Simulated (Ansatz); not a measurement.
Input for Ansatz (a program for electronic structure): U-B3LYP/def2-TZVPP on CdH4Si (SMILES [SiH3][CdH]), a point of a bond scan (R = 2.007 Å). Elements past Kr take the def2 small-core potentials; no spin–orbit coupling.

Ansatz 0.2 input:
```yaml
crystal:
  periodic: [false, false, false]
  atoms:
    - {symbol: Cd, position_ang: [-0.56643322, -0.31054170, -0.07977578]}
    - {symbol: H, position_ang: [-2.04529859, -1.12131577, -0.28805742]}
    - {symbol: Si, position_ang: [1.63488208, 0.89630877, 0.23025485]}
    - {symbol: H, position_ang: [2.46412553, 0.48792159, 2.01189904]}
    - {symbol: H, position_ang: [1.47089364, 2.37203423, 0.15366084]}
    - {symbol: H, position_ang: [2.62571392, 0.51316070, -0.80992508]}
basis:
  gaussian:
    orbitals: def2-TZVPP
hamiltonian:
  xc: {name: B3LYP}
magnetization: {spin_polarized: true, initial_magnetization: 0}
```

Problem. Give the final energy of this run.

Solution. -459.6919 hartree.

Problem. How many basis functions does it have, and what does it roughly cost on one machine?

Solution. 154 functions; roughly 9 core-seconds.
